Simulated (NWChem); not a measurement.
Species: C$_{3}$H$_{4}$BClO; SMILES C#CB(Cl)OC

```xyz
10

B     -0.1217    -0.1763     0.0000
C     -0.3172    -1.6929     0.0000
C     -0.4486    -2.9019     0.0000
H     -0.5675    -3.9709     0.0000
Cl     1.5350     0.4686     0.0000
O     -1.1893     0.6279     0.0000
C     -1.1948     2.0348     0.0000
H     -1.7332     2.3862    -0.8926
H     -1.7332     2.3862     0.8926
H     -0.1761     2.4498     0.0000
```
Atoms are numbered in this order, from 1.

Program: NWChem. Structure relaxed at the PBE0/def2-SVP level. Total energies compare along this basis series because the functional is fixed.

| level | basis functions | energy (Ha) | highest occupied level (eV) | orbital gap (eV) | dipole (D) | relative time |
|---|---|---|---|---|---|---|
| PBE0/pcseg-1 | 108 | -676.5501 | -8.27 | 7.03 | 1.44 | 4 |
| PBE0/aug-pcseg-1 | 178 | -676.5618 | -8.27 | 6.98 | 1.23 | 8 |
| PBE0/pcseg-2 | 240 | -676.7156 | -8.26 | 6.98 | 1.22 | 10 |
| PBE0/STO-3G | 38 | -668.8854 | -6.29 | 7.94 | 2.23 | 1 |
| PBE0/def2-SVP | 108 | -676.3122 | -8.12 | 7.07 | 1.22 | 3 |

The last column is a rough cost ratio, cheapest run = 1.
